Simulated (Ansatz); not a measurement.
`[SiH3][O][Sn][Cl]` + H₂S → `[SH][Sn][Cl]` + `O[SiH3]` at 500 K and 1 bar (ligand exchange at the Sn–O bond).

Calculated with Ansatz (gas phase, PBE0-D4/def2-TZVP geometries, no zero-point term in ΔE). CCSD(T)/CBS adds triple-zeta CCSD(T) − MP2 to the extrapolated MP2 energy (def2 sets, frozen cores). This one scheme is used for every species. Elements past krypton have def2 core potentials. For Sn outer-core shells are correlated without core-valence functions, which leaves a few kJ/mol of doubt a bond. One conformer a species, not always the lowest.

| species | CCSD(T)/CBS energy (Eh) | H − E (kJ/mol) | S (J/(mol·K)) |
| --- | --- | --- | --- |
| `[SiH3][O][Sn][Cl]` | -1039.98803 | 119.8 | 420.2 |
| H₂S | -398.97279 | 57.0 | 224.0 |
| `[SH][Sn][Cl]` | -1072.27294 | 55.6 | 354.6 |
| `O[SiH3]` | -366.69042 | 127.5 | 292.9 |

H − E and S are ideal-gas, rigid-rotor, harmonic terms from PBE0-D4/def2-TZVP, for one conformer and one mirror image of each species. 1 Eh = 2625.50 kJ/mol, R = 8.31446 J/(mol·K).

Q: By hand: ΔE, ΔH, ΔS and ΔG.

A: ΔE = (-1072.27294) + (-366.69042) − (-1039.98803) − (-398.97279) = -0.00254 Eh = -6.7 kJ/mol. Δ(H − E) = 55.6 + 127.5 − 119.8 − 57.0 = 6.3, so ΔH = -0.4 kJ/mol. ΔS = 354.6 + 292.9 − 420.2 − 224.0 = 3.3 J/(mol·K). ΔG = -0.4 − 500 × (3.3)/1000 = -2.0 kJ/mol.

Q: By hand: the equilibrium constant, and the temperature at which ΔG would vanish if ΔH and ΔS stayed fixed.

A: log₁₀ K = −ΔG/(RT ln 10) = 0.2. ΔH and −TΔS have one sign here, so there is no such temperature.

TΔS isn't small against ΔH here. The sign of ΔG lies within the doubt. A doubt of 5 kJ/mol in ΔE shifts log₁₀ K by 0.5 here. Other conformers and mirror images would add mixing entropy, several J/(mol·K) or more a flexible species. These are equilibria of isolated gas molecules and say nothing of rates. Largest T1 diagnostic: 0.015 (customary marks: 0.02 for closed shells, 0.045 for open ones).

ΔS is within the doubt of such terms, so its sign, and with it that verdict, could turn.
